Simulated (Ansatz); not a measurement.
Start from `[CH3][V](=[NH])([F])[Cl]` and change one atom or group to get `[CH3][V](=[NH])([Cl])[Cl]`.

Ansatz, PBE0-D4/def2-TZVP geometries, multiplicity 1. Each molecule was computed in one conformer, which needn't be the lowest.

Scalar relativity is left out up to krypton.

```json
{"property": "LUMO energy (PBE/def2-TZVPP) / eV", "`[CH3][V](=[NH])([F])[Cl]`": "-4.08"}
{"property": "HOMO–LUMO gap (B3LYP/def2-TZVPP) / eV", "`[CH3][V](=[NH])([F])[Cl]`": "5.09"}
{"property": "HOMO energy (ωB97M-V/def2-TZVPP) / eV", "`[CH3][V](=[NH])([F])[Cl]`": "-10.88"}
{"property": "LUMO energy (PBE0/def2-TZVPP) / eV", "`[CH3][V](=[NH])([F])[Cl]`": "-3.00"}
{"property": "HOMO energy (PBE0/def2-TZVPP) / eV", "`[CH3][V](=[NH])([F])[Cl]`": "-8.62"}
{"property": "HOMO energy (B3LYP/def2-TZVPP) / eV", "`[CH3][V](=[NH])([F])[Cl]`": "-8.37"}
```

Question: Give the same properties after the change, and the shifts. (An estimate is asked.)

Answer: Computed: 
```csv
property,`[CH3][V](=[NH])([Cl])[Cl]`,shift
LUMO energy (PBE/def2-TZVPP) / eV,-4.23,-0.15
HOMO–LUMO gap (B3LYP/def2-TZVPP) / eV,4.81,-0.28
HOMO energy (ωB97M-V/def2-TZVPP) / eV,-10.69,0.19
LUMO energy (PBE0/def2-TZVPP) / eV,-3.16,-0.16
HOMO energy (PBE0/def2-TZVPP) / eV,-8.49,0.13
HOMO energy (B3LYP/def2-TZVPP) / eV,-8.22,0.15
```

With PBE0 the HOMO rises by 0.13 eV and the LUMO falls by 0.16 eV, so the gap narrows by about 0.29 eV. PBE moves the HOMO by 0.08 eV and ωB97M-V by 0.19 eV.

B3LYP here is the variant with VWN-RPA as its local correlation; programs differ in this.
